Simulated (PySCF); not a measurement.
C₃H₁₂BN.
Numbering: `[BH3-:1][NH2+:2][CH:3]([CH3:4])[CH3:5]` (hydrogens: H6, H7, H8 on B1; H9, H10 on N2; H11 on C3; H12, H13, H14 on C4; H15, H16, H17 on C5)

All values: PBE0/def2-SVPD (PySCF, non-relativistic), on one gas-phase PBE0-D3(BJ)/def2-SVP geometry that isn't relaxed in the solvent. The solvent is an IEF-PCM continuum (cavity from Bondi-type radii × 1.2), and excitations are vertical TDDFT with non-equilibrium linear response and a frozen core. The model holds no explicit solvent molecules, cavitation or dispersion.

Gas-phase singlets (H = HOMO, L = LUMO):

```csv
state,E (eV),λ (nm),f,leading configurations
S1,6.566,189,0.011,H→L 93%
S2,6.618,187,0.011,H-1→L 93%
S3,7.689,161,0.001,"H→L+2 67%, H→L+1 28%"
S4,7.742,160,0.003,"H-1→L+2 70%, H-1→L+1 17%"
S5,7.789,159,0.004,"H→L+1 59%, H→L+2 26%"
```

Problem. How does the list change in cyclohexane (ε = 2.017)?

Solution. 
```tsv
state	E (eV)	λ (nm)	f	leading configurations	change by rank (eV)
S1	6.988	177	0.023	H→L 94%	+0.422
S2	7.052	176	0.026	H-1→L 93%	+0.434
S3	8.089	153	0.068	H→L+1 63%, H→L+3 26%	+0.400
S4	8.147	152	0.021	H→L+2 55%, H-1→L+1 15%	+0.405
S5	8.153	152	0.066	H-1→L+1 53%, H-1→L+3 16%	+0.364
```

Problem. The ground-state energy changes by -0.190 eV from gas to cyclohexane. By how much does the total energy of gas-phase S1 change?

Solution. E(S1) = E(S0) + excitation energy, so it changes by -0.190 + 0.422 = +0.232 eV: it isn't lowered at all, while the ground state is. This is the vertical state, with the slow part of the continuum still set for S0.

Problem. How do the frontier levels move from gas to cyclohexane?

Solution. 
```tsv
orbital	gas (eV)	solvent (eV)	change (eV)	Löwdin shares, gas	Löwdin shares, solvent
LUMO+2	1.15	1.42	+0.27	H14 16 %, H9 13 %, C4 12 %, H10 10 %	H14 16 %, C4 12 %, H10 11 %, H16 9 %
LUMO+1	1.10	1.29	+0.19	H10 14 %, H15 14 %, C5 12 %, B1 10 %	B1 26 %, C5 14 %, H15 12 %, H17 7 %
LUMO	0.04	0.32	+0.28	C5 16 %, H9 12 %, B1 12 %, H10 11 %	B1 16 %, C5 15 %, H9 11 %, H10 10 %
HOMO	-7.57	-7.76	-0.19	B1 41 %, H6 28 %, H7 12 %, H8 7 %	B1 41 %, H6 28 %, H7 11 %, H8 8 %
HOMO-1	-7.63	-7.83	-0.20	B1 42 %, H8 24 %, H7 20 %, N2 6 %	B1 41 %, H8 24 %, H7 21 %, N2 6 %
HOMO-2	-9.42	-9.38	+0.04	N2 24 %, B1 24 %, C5 9 %, C3 8 %	N2 22 %, B1 20 %, C5 12 %, C3 11 %
HOMO-3	-10.22	-9.98	+0.24	C3 26 %, C4 17 %, H11 14 %, C5 12 %	C3 25 %, C4 17 %, C5 14 %, H11 13 %
```

The HOMO–LUMO gap goes from 7.62 to 8.08 eV. Rows go by rank; for LUMO+1 and LUMO+2 the atom shares or the degeneracy differ between the runs, so the row needn't follow one orbital.

On one thread, Arm Neoverse V2 (aarch64), shared host with 96 logical CPUs at a one-minute load of 68, this took 25 s wall and 0.91 GiB of memory at its peak. This is the whole response run at PBE0/def2-SVPD in cyclohexane, SCF included.

Shape of the structure used: `[BH3-:1][NH2+:2][CH:3]([CH3:4])[CH3:5]`: B1–N2–C3–C4 70°.
